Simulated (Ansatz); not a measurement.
Input for Ansatz (a quantum-chemistry and plane-wave program): U-CCSD(T)/def2-SVP on C2H6Mg (SMILES C[CH2][MgH]), a point of a bond scan (R = 1.316 Å).

Ansatz 0.2 input:
```yaml
crystal:
  periodic: [false, false, false]
  atoms:
    - {symbol: Mg, position_ang: [-0.14432861, 0.33129844, 1.39372438]}
    - {symbol: H, position_ang: [-0.33728383, 1.19048809, 2.85567801]}
    - {symbol: C, position_ang: [0.09330786, -0.71909592, -0.41423708]}
    - {symbol: C, position_ang: [0.13153769, 0.13614409, -1.69257383]}
    - {symbol: H, position_ang: [-0.87745135, -1.60252016, -0.50667626]}
    - {symbol: H, position_ang: [1.01119844, -1.31501739, -0.34578536]}
    - {symbol: H, position_ang: [0.95533042, 0.85539786, -1.67841733]}
    - {symbol: H, position_ang: [-0.78761407, 0.71382571, -1.82525708]}
    - {symbol: H, position_ang: [0.25689724, -0.46728182, -2.59877559]}
basis:
  gaussian:
    orbitals: def2-SVP
correlation: {method: ccsd_t, electrons: outside_noble_gas}
scf: {omitted_lower_state_checks: [cluster_reference]}
magnetization: {spin_polarized: true, initial_magnetization: 0}
```

The head of its log:

```
WARN ansatz: RAYON_NUM_THREADS=1 ignored (pool sized by the plan → 1); use --threads N
Functional definition: HF
these checks for a lower state are left out or cut short: cluster_reference
integrals: 0.09 GiB planned
749 factors; integrals over basis functions are off by at most 1.5e-3 eV
mean field: 0.22 GiB planned
mean field evaluation 1: about -7580.1011 eV, gradient 1.9e1 eV
mean field evaluation 2: about -7580.1770 eV, gradient 1.9e1 eV
mean field evaluation 4: about -7582.3797 eV, gradient 1.9e0 eV
mean field evaluation 8: about -7582.4129 eV, gradient 7.2e-4 eV
mean field -7582.41292764 eV, -278.6485355466 hartree, gradient 5.6e-6 eV, S^2 0.000000; 0 other end points of the search recorded, 0 dependent functions left out
7 core orbitals not correlated
reference -7582.41292764 eV, -278.6485355466 hartree; 8, 8 occupied and 61, 61 virtual orbitals, 749 factors
```

Question: Predict the final total energy.

Answer: -279.0338 hartree (reference determinant -278.6485, T1 diagnostic 0.010).
